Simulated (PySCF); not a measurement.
SeHCl, SMILES Cl[SeH]. Geometry optimised at B3LYP-D3(BJ)/def2-TZVP.

PySCF 2.14.0 with TDA-B3LYP/def2-TZVPD puts the lowest singlet excitations at 2.87, 4.82, 5.03, 5.68, 6.72, 6.86 eV and the lowest triplet (TDA) at 2.12 eV.

What are the lowest singlet roots from EOM-CCSD/aug-cc-pVDZ in PySCF 2.14.0? (The exact figures need the calculation; the answer reports its results.)

3.10, 5.20, 5.30, 6.08, 7.36, 7.53 eV; triplets 2.36, 4.58, 4.92 eV. S1 differs by 0.23 eV (second minus first; roots are paired by order, and the bases may differ).
